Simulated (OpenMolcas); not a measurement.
V4+ (d1) among equal point charges was computed by CASSCF with the d shell active (OpenMolcas, ANO-RCC-VTZP on the metal). Its lowest spin-free states, and all those of the highest spin:

```
2S+1  Degeneracy  E (cm-1)
   2           2       0.0
   2           2      4257
   2           1      5911
```

Question: Is the site octahedral, tetrahedral or cube-like, axial, or of lower symmetry?

Answer: The states with 2S+1 = 2 have orbital degeneracies 2, 2, 1. There are pairs but no triples, so the site is axial: not cubic, but with a proper or improper axis of order three or more. The run had V4+ among 5 point charges of -2.6 e arranged as a trigonal bipyramid (D3h), 1.75 Å from the ion, with the axial distance 1.977 Å. The active orbitals were held to one l.

An orbital doublet at a regular site is open to a Jahn-Teller distortion, which this geometry leaves out. This is an electrostatic model: the charges have no orbitals. No measured value stands beside these numbers.
